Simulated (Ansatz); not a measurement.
`N[BH][SnH3]` + H₂ → `BN` + `[SnH4]` at 500 K and 1 bar (hydrogenolysis of a B–Sn bond).

Computed with Ansatz on PBE0-D4/def2-TZVP structures; ΔE is electronic, products minus reactants. CBS: MP2 limit from def2 TZ/QZ plus the TZ coupled-cluster correction, frozen cores. This one scheme is used for every species. Elements past krypton have def2 core potentials. For Sn outer-core shells are correlated without core-valence functions, which leaves a few kJ/mol of doubt a bond. One conformer a species, not always the lowest.

| species | CCSD(T)/CBS energy (Eh) | H − E (kJ/mol) | S (J/(mol·K)) |
| --- | --- | --- | --- |
| `N[BH][SnH3]` | -297.14394 | 198.1 | 377.7 |
| H₂ | -1.17544 | 41.0 | 145.5 |
| `BN` | -81.93499 | 148.8 | 257.4 |
| `[SnH4]` | -216.39156 | 91.5 | 258.6 |

H − E and S are ideal-gas, rigid-rotor, harmonic terms from PBE0-D4/def2-TZVP, for one conformer and one mirror image of each species. The MP2-based limit puts H₂ 0.8 mEh under its directly extrapolated value; such offsets cancel only in part. 1 Eh = 2625.50 kJ/mol, R = 8.31446 J/(mol·K).

Q: By hand: ΔE, ΔH, ΔS and ΔG.

A: ΔE = (-81.93499) + (-216.39156) − (-297.14394) − (-1.17544) = -0.00717 Eh = -18.8 kJ/mol. Δ(H − E) = 148.8 + 91.5 − 198.1 − 41.0 = 1.2, so ΔH = -17.6 kJ/mol. ΔS = 257.4 + 258.6 − 377.7 − 145.5 = -7.2 J/(mol·K). ΔG = -17.6 − 500 × (-7.2)/1000 = -14.0 kJ/mol.

Q: By hand: the equilibrium constant, and the temperature at which ΔG would vanish if ΔH and ΔS stayed fixed.

A: log₁₀ K = −ΔG/(RT ln 10) = 1.5. ΔG = 0 at ΔH/ΔS = 2444 K, though so small a ΔS makes that figure unsure.

The number of gas molecules stays the same, so ΔS is small and ΔH decides. A doubt of 5 kJ/mol in ΔE shifts log₁₀ K by 0.5 here. Other conformers and mirror images would add mixing entropy, several J/(mol·K) or more a flexible species. These are equilibria of isolated gas molecules and say nothing of rates. Largest T1 diagnostic: 0.014 (customary marks: 0.02 for closed shells, 0.045 for open ones).
